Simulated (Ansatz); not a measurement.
Cost and result for the atomization energy of C3H5ClSn (10 atoms, 8 bonds).

Cartesian coordinates in Å:
```
C 0.2431 0.6053 1.5242
C -0.0027 -0.3745 0.7161
C -0.3006 -1.3861 -0.0748
Sn 0.3330 0.1263 -2.2009
Cl -1.5054 1.6289 -1.8304
H 0.0554 0.4900 2.5875
H 0.6211 1.5535 1.1626
H 0.4076 -2.1916 -0.2447
H -1.3203 -1.5274 -0.4224
H 1.4687 1.0755 -1.2173
```

Charge 0, multiplicity 1. Correlated methods include outer-core shells of Sn, which these sets cover unevenly. Sn: def2 effective core potential. The bonds changed during the relaxation, so this is another structure than the one it started from. Geometry: relaxed with PBE0-D4/def2-TZVP. Program: Ansatz. All runs use 4 threads of an Arm Neoverse V1 on a shared host. Times are those of one run each, without the atoms' runs, and a repeat can differ threefold. Electronic energies, without spin–orbit coupling; frozen cores. CCSD(T)/CBS adds CCSD(T) − MP2 in def2-TZVPP to the MP2 limit, and its time is that of the two runs behind it. T1 = 0.014. With those shells the extrapolation isn't a true limit. B3LYP takes the VWN-RPA correlation (the form of Gaussian; ORCA's B3LYP/G).

CCSD(T)/CBS is a level of theory with its own doubt, some kJ/mol a heavy atom from the limit and from the frozen cores, so smaller differences don't rank the functionals.

```csv
level,functions,wall time
PBE-D4/def2-TZVPP (with forces),255,3 s
PBE0-D4/def2-TZVPP,255,3.6 s
r2SCAN-D4/def2-TZVPP (with forces),255,6 s
B3LYP-D4/def2-TZVPP (with forces),255,6 s
B2PLYP/def2-TZVPP,255,7 s
ωB97X-V/def2-TZVPP,255,9.5 s
ωB97M-V/def2-TZVPP (with forces),255,14 s
MP2/def2-QZVPP,473,25 s
CCSD(T)/def2-TZVPP,255,4.2 min
CCSD(T)/CBS(def2),–,4.6 min
```

What atomization energy does each give, and how far from CCSD(T)/CBS? (An estimate is asked.)

Ansatz gave: 
```json
{"level": "PBE-D4/def2-TZVPP (with forces)", "atomization (kJ/mol)": "3756.1", "difference from CCSD(T)/CBS": "105.0", "per bond": "13.1"}
{"level": "PBE0-D4/def2-TZVPP", "atomization (kJ/mol)": "3674.2", "difference from CCSD(T)/CBS": "23.1", "per bond": "2.9"}
{"level": "r2SCAN-D4/def2-TZVPP (with forces)", "atomization (kJ/mol)": "3670.1", "difference from CCSD(T)/CBS": "19.0", "per bond": "2.4"}
{"level": "B3LYP-D4/def2-TZVPP (with forces)", "atomization (kJ/mol)": "3662.3", "difference from CCSD(T)/CBS": "11.2", "per bond": "1.4"}
{"level": "B2PLYP/def2-TZVPP", "atomization (kJ/mol)": "3605.4", "difference from CCSD(T)/CBS": "-45.7", "per bond": "-5.7"}
{"level": "ωB97X-V/def2-TZVPP", "atomization (kJ/mol)": "3644.4", "difference from CCSD(T)/CBS": "-6.7", "per bond": "-0.8"}
{"level": "ωB97M-V/def2-TZVPP (with forces)", "atomization (kJ/mol)": "3653.6", "difference from CCSD(T)/CBS": "2.5", "per bond": "0.3"}
{"level": "MP2/def2-QZVPP", "atomization (kJ/mol)": "3660.1", "difference from CCSD(T)/CBS": "9.0", "per bond": "1.1"}
{"level": "CCSD(T)/def2-TZVPP", "atomization (kJ/mol)": "3544.6", "difference from CCSD(T)/CBS": "-106.5", "per bond": "-13.3"}
{"level": "CCSD(T)/CBS(def2)", "atomization (kJ/mol)": "3651.1", "difference from CCSD(T)/CBS": "0.0", "per bond": "0.0"}
```

The D4 term adds +45.3 kJ/mol with B3LYP and +24.0 kJ/mol with PBE0; it sums over pairs of atoms, weighted by their polarisabilities, and B3LYP, whose exchange is more repulsive, gets the larger term. From PBE to PBE0 (25 % exact exchange), in def2-TZVPP and without D4, the atomization energy moves by −78.1 kJ/mol: exact exchange takes away binding that semilocal exchange gives to molecules. In def2-TZVPP, CCSD(T) changes the Hartree–Fock value by +908.0 kJ/mol (the triples alone add +68.0 kJ/mol) and MP2 by +960.5 kJ/mol; breaking electron pairs costs correlation energy, which Hartree–Fock lacks.

Spin–orbit coupling would lower the free Sn atoms strongly, and the atomization energy with them, by more than many differences here. For some Ge, Se and Sn compounds the MP2-based and the directly extrapolated limit differ by 10 to 25 kJ/mol.
